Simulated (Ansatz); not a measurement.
Consider the ligand exchange at the Al–O bond: `C[O][Al]1[CH2][O]1` + H₂Te → `[TeH][Al]1[CH2][O]1` + CH₃OH.

Computed with Ansatz on PBE0-D4/def2-TZVP structures; ΔE is electronic, products minus reactants. CCSD(T)/CBS is the MP2 limit (def2-TZVPP, def2-QZVPP) plus CCSD(T) − MP2 in def2-TZVPP, frozen cores. This one scheme is used for every species. DFT in def2-TZVPP. def2 core potentials past Kr. For Te outer-core shells are correlated without core-valence functions, which leaves a few kJ/mol of doubt a bond. Each species was taken in one conformer, which may not be the lowest.

CCSD(T)/CBS gives +0.6 kJ/mol.

Another level gave +5.5 kJ/mol. Which?
A. PBE-D4/def2-TZVPP
B. ωB97X-V/def2-TZVPP
C. CCSD(T)/def2-TZVPP
D. HF/def2-TZVPP

C. CCSD(T)/def2-TZVPP 5.5, PBE-D4 -7.6, ωB97X-V 9.6, HF/def2-TZVPP 17.4 kJ/mol.

Largest T1 diagnostic among the species: 0.014.

In def2-TZVPP, CCSD(T) changes the Hartree–Fock value by −11.9 kJ/mol (the triples alone add −3.9 kJ/mol) and MP2 by −15.1 kJ/mol.
